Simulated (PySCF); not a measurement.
C2H4FGaO, SMILES C=[CH][Ga]([OH])[F]. Heavy atoms are numbered as in [Ga:1]([F:2])([CH:3]=[CH2:4])[OH:8]. Hydrogens are named by the atom that carries them.

Coordinates come from a PBE-D3(BJ)/def2-SVP optimisation. The structure was generated by enumeration; whether it is a known compound was not checked. The values are those of a single conformer.

Computed with B3LYP/def2-TZVP (PySCF).

ESP charges are fitted to the potential on shells at 1.4 to 2.0 van der Waals radii. Atomic charges (e), one atom of each kind:

```tsv
atom	ESP fit	IAO
Ga1	0.98	1.14
F2	-0.47	-0.54
C3 (CH)	-0.35	-0.43
C4 (CH2)	-0.34	-0.23
H on C3	0.16	0.16
H on C4	0.18	0.15
O8 (OH)	-0.76	-0.76
H on O8	0.40	0.36
```
